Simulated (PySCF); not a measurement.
**C6H5AlCl2: core ionisation energies**

Compound: AlCl2Ph, C6H5AlCl2.
Geometry (PBE0-D3(BJ)/def2-SVP, Å), atoms numbered from 1 in this order:
```xyz
14
C6H5AlCl2 angstrom
Al     1.382    2.252   -0.128
Cl     3.346    2.337    0.597
Cl     0.541    3.970   -0.983
C      0.374    0.618   -0.020
C      0.942   -0.545    0.529
C      0.218   -1.734    0.590
C     -1.088   -1.776    0.101
C     -1.670   -0.633   -0.446
C     -0.944    0.554   -0.507
H      1.966   -0.523    0.915
H      0.672   -2.631    1.018
H     -1.656   -2.709    0.146
H     -2.693   -0.668   -0.829
H     -1.410    1.444   -0.940
```

Level of theory: delta-SCF UKS SCAN, pcX-2 on the ionised atom, pcseg-1 elsewhere, spin-free X2C in PySCF. These are vertical core ionisation energies against the vacuum level, from separate self-consistent calculations with and without the core hole.

List the computed XPS lines with their assignment.

```
atom(s)   bonded to     level  binding energy (eV)  2p1/2 (eV)  above the level's lowest (eV)  count
    Al1  2 Cl and C     Al 1s              1568.02           –                           0.00      1
Cl2/Cl3          Al  Cl 2p3/2               205.81      207.47                           0.00      2
Cl2/Cl3          Al     Cl 1s              2828.41           –                           0.00      2
     C4  2 C and Al      C 1s               289.95           –                           0.00      1
  C5/C9   2 C and H      C 1s               290.53           –                          +0.58      2
  C6/C8   2 C and H      C 1s               290.52           –                          +0.57      2
     C7   2 C and H      C 1s               290.59           –                          +0.64      1
```

The listed C 1s values span 0.64 eV, from C4 (bonded to 2 C and Al) to C7 (bonded to 2 C and H). The widest gap between neighbouring values is 0.57 eV, between 289.95 and 290.52 eV. The values 290.52 and 290.53 eV lie too close for their order to be trusted.

Which effective nuclear charge Zeff reproduces each element's mean 1s value in the hydrogen-like formula E = 13.606 eV × Zeff²?

C (Z = 6): mean 290.4 eV, Zeff = 4.62, Z − Zeff = 1.38; Al (Z = 13): mean 1568.0 eV, Zeff = 10.74, Z − Zeff = 2.26; Cl (Z = 17): mean 2828.4 eV, Zeff = 14.42, Z − Zeff = 2.58. Means run over the listed sites, weighted by atom count.

Atoms equivalent by their bonding share one computed value, that of the first of them. Spin–orbit coupling isn't in the SCF: each 2p doublet comes from a relaxed spin-free hole plus a matrix of the shell (mean-field spin–orbit coupling and the ground-state 2p splitting), with 2p3/2 averaged over its two sublevels. 2p1/2 minus 2p3/2 (ligand field included): Cl 1.65 eV. One conformer (not necessarily the lowest) at the PBE0-D3(BJ)/def2-SVP geometry, without solvent, vibrations or thermal averaging.

On one thread, Intel Xeon at 2.50 GHz (x86_64) (shared host), this took 3.7 min and 0.77 GiB of memory at its peak.
